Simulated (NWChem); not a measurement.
System: TiO, triplet; SMILES [O]=[Ti]

Input file for NWChem:

```
start job
memory heap 200 mb stack 900 mb global 1100 mb
geometry units angstroms noautoz
  Ti     0.000000     0.000000    -0.402732
  O      0.000000     0.000000     1.185635
end
basis spherical
  * library def2-svp
end
dft
  odft
  mult 3
  xc becke88 perdew86
  iterations 150
  mulliken
end
task dft energy
```

NWChem printed, in part:

```
             Northwest Computational Chemistry Package (NWChem) 7.3.0
             --------------------------------------------------------

 ORDER OF PRIMARY AXIS IS BEING SET TO 4
 C4V symmetry detected

                             Geometry "geometry" -> ""
                             -------------------------

 Output coordinates in angstroms (scale by  1.889725989 to convert to a.u.)

  No.       Tag          Charge          X              Y              Z
 ---- ---------------- ---------- -------------- -------------- --------------
    1 Ti                  22.0000     0.00000000     0.00000000    -0.42356453
    2 O                    8.0000     0.00000000     0.00000000     1.16480247

 Effective nuclear repulsion energy (a.u.)      58.6358164227

      Symmetry information
      --------------------

 Group name             C4v
 Group number             18
 Group order               8
 No. of unique centers     2

  perdew86 is a nonlocal functional; adding perdew81 local functional.

                                 NWChem DFT Module
                                 -----------------

 Summary of "ao basis" -> "ao basis" (spherical)
 ------------------------------------------------------------------------------
       Tag                 Description            Shells   Functions and Types
 ---------------- ------------------------------  ------  ---------------------
 Ti                         def2-svp                11       31   5s3p2d1f
 O                          def2-svp                 6       14   3s2p1d

      Symmetry analysis of basis
      --------------------------

        a1         17
        a2          0
        b1          4
        b2          4
        e          20

            General Information
            -------------------
          SCF calculation type: DFT
          Wavefunction type:  spin polarized.
          No. of atoms     :     2
          No. of electrons :    30
           Alpha electrons :    16
            Beta electrons :    14
          Charge           :     0
          Spin multiplicity:     3
          Use of symmetry is: on ; symmetry adaption is: on
          Maximum number of iterations: 150
          AO basis - number of functions:    45
                     number of shells:    17
          Convergence on energy requested:  1.00D-06
          Convergence on density requested:  1.00D-05
          Convergence on gradient requested:  5.00D-04

              XC Information
              --------------
                    Becke 1988 Exchange Functional  1.000
                Perdew 1981 Correlation Functional  1.000 local
                Perdew 1986 Correlation Functional  1.000 non-local

             Grid Information
             ----------------
          Grid used for XC integration:  medium
          Radial quadrature: Mura-Knowles
          Angular quadrature: Lebedev.
          Tag              B.-S. Rad. Rad. Pts. Rad. Cut. Ang. Pts.
          ---              ---------- --------- --------- ---------
          Ti                  1.40      112          10.0       590
          O                   0.60       49           7.0       434
          Grid pruning is: on
          Number of quadrature shells:   161
          Spatial weights used:  Erf1

      Superposition of Atomic Density Guess
      -------------------------------------

 Sum of atomic energies:        -922.94970046

      Non-variational initial energy
      ------------------------------

 Total energy =    -922.565544
 1-e energy   =   -1381.755692
 2-e energy   =     400.554331
 HOMO         =      -0.177231
 LUMO         =       0.060280

   Symmetry analysis of molecular orbitals - initial alpha
   -------------------------------------------------------

 !! scf_movecs_sym_adapt:    8 vectors were symmetry contaminated

  Symmetry fudging

 !! scf_movecs_sym_adapt:    8 vectors were symmetry contaminated

  Numbering of irreducible representations:

     1 a1          2 a2          3 b1          4 b2          5 e

  Orbital symmetries:

     1 a1          2 a1          3 a1          4 a1          5 e
     6 e           7 a1          8 a1          9 e          10 e
    11 a1         12 e          13 e          14 a1         15 a1
    16 b1         17 b2         18 a1         19 e          20 e
    21 a1         22 e          23 e          24 a1         25 b1
    26 b2

   Symmetry analysis of molecular orbitals - initial beta
   ------------------------------------------------------

 !! scf_movecs_sym_adapt:    8 vectors were symmetry contaminated

  Symmetry fudging

 !! scf_movecs_sym_adapt:    8 vectors were symmetry contaminated

  Numbering of irreducible representations:

     1 a1          2 a2          3 b1          4 b2          5 e

  Orbital symmetries:

     1 a1          2 a1          3 a1          4 a1          5 e
     6 e           7 a1          8 a1          9 e          10 e
    11 a1         12 e          13 e          14 a1         15 a1
    16 b1         17 b2         18 a1         19 e          20 e
    21 a1         22 e          23 e          24 a1         25 b1
    26 b2

     ---------------------------------------------
      Total Density - Mulliken Population Analysis
     ---------------------------------------------

    Atom       Charge   Shell Charges
 -----------   ------   -------------------------------------------------------
    1 Ti  22    20.61   2.00  2.00  2.00  0.66  0.33  6.00  6.00  0.09  0.89  0.61  0.04
    2 O    8     9.39   1.99  1.18  0.75  3.38  2.08  0.01

     --------------------------------------------
      Spin Density - Mulliken Population Analysis
     --------------------------------------------

    Atom       Charge   Shell Charges
 -----------   ------   -------------------------------------------------------
    1 Ti  22     2.00   0.00  0.00  0.00  0.59  0.33  0.00  0.00  0.02  0.63  0.43  0.00
    2 O    8     0.00   0.00  0.01 -0.01  0.00 -0.00  0.00

   convergence    iter        energy       DeltaE   RMS-Dens  Diis-err
 ---------------- ----- ----------------- --------- --------- ---------
 d= 0,ls=0.0,diis     1   -924.1563814563 -9.83D+02  5.05D-02  7.92D-01
                                                     4.37D-02  6.43D-01
 d= 0,ls=0.0,diis     2   -910.1319952254  1.40D+01  3.65D-02  1.99D+01
                                                     3.13D-02  2.19D+01
 d= 0,ls=0.0,diis     3   -921.8331871426 -1.17D+01  8.91D-03  7.17D+00
                                                     8.35D-03  7.25D+00
 d= 0,ls=0.5,diis     4   -923.6213254326 -1.79D+00  1.20D-03  2.89D+00
                                                     1.03D-03  2.83D+00
 d= 0,ls=0.5,diis     5   -923.6878008113 -6.65D-02  1.01D-03  2.67D+00
                                                     1.19D-03  2.61D+00
 d= 0,ls=0.5,diis     6   -923.8544765765 -1.67D-01  2.09D-03  2.20D+00
                                                     2.21D-03  2.12D+00
 d= 0,ls=0.5,diis     7   -924.1440090547 -2.90D-01  3.24D-03  1.35D+00
                                                     3.12D-03  1.28D+00
 d= 0,ls=0.5,diis     8   -924.4422934675 -2.98D-01  2.69D-03  4.74D-01
                                                     2.37D-03  4.33D-01
 d= 0,ls=0.5,diis     9   -924.5723740741 -1.30D-01  1.80D-03  1.12D-01
                                                     1.51D-03  9.89D-02
  Resetting Diis
 d= 0,ls=0.5,diis    10   -924.6095469433 -3.72D-02  7.91D-04  1.93D-02
                                                     6.67D-04  1.68D-02
 d= 0,ls=0.5,diis    11   -924.6161884681 -6.64D-03  1.70D-03  5.51D-03
                                                     1.41D-03  4.71D-03
 d= 0,ls=0.5,diis    12   -924.6137735497  2.41D-03  5.84D-04  1.56D-02
                                                     5.66D-04  1.44D-02
 d= 0,ls=0.5,diis    13   -924.6166875206 -2.91D-03  3.63D-04  6.35D-03
                                                     3.17D-04  5.71D-03
 d= 0,ls=0.5,diis    14   -924.6182723107 -1.58D-03  2.20D-04  2.17D-03
                                                     2.05D-04  1.97D-03
 d= 0,ls=0.5,diis    15   -924.6188425972 -5.70D-04  1.29D-04  7.38D-04
                                                     1.19D-04  6.72D-04
 d= 0,ls=0.5,diis    16   -924.6190342785 -1.92D-04  8.03D-05  2.92D-04
                                                     7.51D-05  2.69D-04
 d= 0,ls=0.5,diis    17   -924.6191106886 -7.64D-05  5.03D-05  1.18D-04
                                                     4.68D-05  1.09D-04
 d= 0,ls=0.5,diis    18   -924.6191417798 -3.11D-05  3.28D-05  4.73D-05
                                                     3.01D-05  4.42D-05
 d= 0,ls=0.5,diis    19   -924.6191544556 -1.27D-05  2.20D-05  1.94D-05
                                                     1.94D-05  1.81D-05
 d= 0,ls=0.5,diis    20   -924.6191596341 -5.18D-06  1.54D-05  8.14D-06
                                                     1.30D-05  7.58D-06
 d= 0,ls=0.5,diis    21   -924.6191618197 -2.19D-06  1.11D-05  3.48D-06
                                                     8.67D-06  3.22D-06
 d= 0,ls=0.5,diis    22   -924.6191627638 -9.44D-07  8.06D-06  1.49D-06
                                                     5.77D-06  1.37D-06

         Total DFT energy =     -924.619163172170
      One electron energy =    -1385.430290070285
           Coulomb energy =      453.001684664629
    Exchange-Corr. energy =      -50.826374189260
 Nuclear repulsion energy =       58.635816422745

 Numeric. integr. density =       29.999997846033

                  Occupations of the irreducible representations
                  ----------------------------------------------

                     irrep           alpha         beta
                     --------     --------     --------
                     a1                9.0          8.0
                     a2                0.0          0.0
                     b1                1.0          0.0
                     b2                0.0          0.0
                     e                 6.0          6.0

                    DFT Final Alpha Molecular Orbital Analysis
                    ------------------------------------------

 Vector   14  Occ=1.000000D+00  E=-2.715597D-01  Symmetry=a1
              MO Center= -2.4D-14, -5.2D-14,  7.9D-01, r^2= 1.3D+00
   Bfn.  Coefficient  Atom+Function         Bfn.  Coefficient  Atom+Function
  ----- ------------  ---------------      ----- ------------  ---------------
    37      0.564331  2 O  pz                17     -0.407703  1 Ti d  0
    40      0.368804  2 O  pz                 3      0.165940  1 Ti s
    11      0.157758  1 Ti pz                22     -0.130285  1 Ti d  0
    34      0.116166  2 O  s                 14      0.108139  1 Ti pz
    33      0.077716  2 O  s                  4     -0.071570  1 Ti s

 Vector   15  Occ=1.000000D+00  E=-1.503586D-01  Symmetry=a1
              MO Center= -1.3D-15,  3.9D-15, -8.8D-01, r^2= 3.7D+00
   Bfn.  Coefficient  Atom+Function         Bfn.  Coefficient  Atom+Function
  ----- ------------  ---------------      ----- ------------  ---------------
     4      0.805818  1 Ti s                  3     -0.466894  1 Ti s
    14     -0.319990  1 Ti pz                17     -0.194303  1 Ti d  0
     5      0.187854  1 Ti s                 22     -0.164709  1 Ti d  0
    40     -0.098707  2 O  pz                 2      0.092730  1 Ti s
    11      0.092126  1 Ti pz                33     -0.069586  2 O  s

 Vector   16  Occ=1.000000D+00  E=-1.346334D-01  Symmetry=b1
              MO Center= -6.1D-15,  2.2D-15, -4.3D-01, r^2= 8.8D-01
   Bfn.  Coefficient  Atom+Function         Bfn.  Coefficient  Atom+Function
  ----- ------------  ---------------      ----- ------------  ---------------
    19      0.761662  1 Ti d  2              24      0.411621  1 Ti d  2

 Vector   17  Occ=0.000000D+00  E=-1.018048D-01  Symmetry=b2
              MO Center=  4.6D-15,  9.7D-15, -4.3D-01, r^2= 8.9D-01
   Bfn.  Coefficient  Atom+Function         Bfn.  Coefficient  Atom+Function
  ----- ------------  ---------------      ----- ------------  ---------------
    15      0.755536  1 Ti d -2              20      0.419482  1 Ti d -2

 Vector   18  Occ=0.000000D+00  E=-7.285203D-02  Symmetry=e
              MO Center=  7.2D-15, -2.9D-15, -5.0D-01, r^2= 1.9D+00
   Bfn.  Coefficient  Atom+Function         Bfn.  Coefficient  Atom+Function
  ----- ------------  ---------------      ----- ------------  ---------------
    18      0.583698  1 Ti d  1              12      0.529454  1 Ti px
    23      0.322086  1 Ti d  1               9     -0.229498  1 Ti px
    35      0.214738  2 O  px                38      0.180601  2 O  px
    16      0.170328  1 Ti d -1              13     -0.154500  1 Ti py
    21      0.093988  1 Ti d -1               6      0.068079  1 Ti px

 Vector   19  Occ=0.000000D+00  E=-7.285203D-02  Symmetry=e
              MO Center= -2.1D-15, -5.3D-15, -5.0D-01, r^2= 1.9D+00
   Bfn.  Coefficient  Atom+Function         Bfn.  Coefficient  Atom+Function
  ----- ------------  ---------------      ----- ------------  ---------------
    16      0.583698  1 Ti d -1              13     -0.529454  1 Ti py
    21      0.322086  1 Ti d -1              10      0.229498  1 Ti py
    36     -0.214738  2 O  py                39     -0.180601  2 O  py
    18     -0.170328  1 Ti d  1              12     -0.154500  1 Ti px
    23     -0.093988  1 Ti d  1               7     -0.068079  1 Ti py

                     DFT Final Beta Molecular Orbital Analysis
                     -----------------------------------------

 Vector   12  Occ=1.000000D+00  E=-2.729324D-01  Symmetry=e
              MO Center=  8.1D-15, -6.7D-14,  8.8D-01, r^2= 9.5D-01
   Bfn.  Coefficient  Atom+Function         Bfn.  Coefficient  Atom+Function
  ----- ------------  ---------------      ----- ------------  ---------------
    36      0.568703  2 O  py                39      0.382120  2 O  py
    16      0.269575  1 Ti d -1              21      0.146276  1 Ti d -1
    10     -0.113740  1 Ti py                13      0.091554  1 Ti py
    35     -0.068806  2 O  px                38     -0.046232  2 O  px
     7      0.035421  1 Ti py                18      0.032615  1 Ti d  1

 Vector   13  Occ=1.000000D+00  E=-2.729324D-01  Symmetry=e
              MO Center= -8.8D-15, -2.0D-15,  8.8D-01, r^2= 9.5D-01
   Bfn.  Coefficient  Atom+Function         Bfn.  Coefficient  Atom+Function
  ----- ------------  ---------------      ----- ------------  ---------------
    35      0.568703  2 O  px                38      0.382120  2 O  px
    18     -0.269575  1 Ti d  1              23     -0.146276  1 Ti d  1
     9     -0.113740  1 Ti px                12      0.091554  1 Ti px
    36      0.068806  2 O  py                39      0.046232  2 O  py
     6      0.035421  1 Ti px                16      0.032615  1 Ti d -1

 Vector   14  Occ=1.000000D+00  E=-2.677619D-01  Symmetry=a1
              MO Center= -1.2D-14, -2.0D-14,  8.6D-01, r^2= 1.2D+00
   Bfn.  Coefficient  Atom+Function         Bfn.  Coefficient  Atom+Function
  ----- ------------  ---------------      ----- ------------  ---------------
    37      0.587227  2 O  pz                40      0.389046  2 O  pz
    17     -0.366752  1 Ti d  0               3      0.188111  1 Ti s
    11      0.179534  1 Ti pz                22     -0.108058  1 Ti d  0
    34      0.104602  2 O  s                 14      0.096148  1 Ti pz
     4     -0.088017  1 Ti s                 33      0.068461  2 O  s

[...]
```

Level: BP86/def2-SVP, spin-unrestricted. Structure relaxed at the PBE0/def2-SVP, spin-unrestricted level. No stability test was run on the SCF state.
